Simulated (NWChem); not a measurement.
System: CH₄O₃W; SMILES [CH3][W](=[O])(=[O])[OH]

The following NWChem deck was run.

```
start job
memory heap 200 mb stack 900 mb global 1100 mb
geometry units angstroms noautoz
  W     -0.087575     0.009057    -0.005027
  O      0.917723    -0.168120     1.359532
  O      0.883169    -0.149749    -1.396602
  O     -1.150868     1.553228     0.018386
  H     -1.094558     2.512235     0.025850
  C     -1.315246    -1.702525    -0.001544
  H     -1.939543    -1.711569     0.907411
  H     -0.708819    -2.621291    -0.019417
  H     -1.966348    -1.694536    -0.891571
end
basis spherical
  W library def2-svp
  O library def2-svp
  H library def2-svp
  C library def2-svp
end
ecp
  W library def2-ecp
end
dft
  xc m05-2x
  iterations 150
  mulliken
end
task dft energy
```

Geometry: optimised at PBE0/def2-SVP. Not confirmed as a minimum by frequencies. def2 effective core potentials on W; no spin-orbit coupling.

Q: Predict the main results of this run. (M05-2X/def2-SVP with def2 effective core potentials on W.) Quantities: energy (Ha); highest occupied level (eV); orbital gap (eV); dipole (D).

A: 
```json
{
  "energy (Ha)": "-333.07",
  "highest occupied level (eV)": "-10.38",
  "orbital gap (eV)": "9.60",
  "dipole (D)": "3.72"
}
```
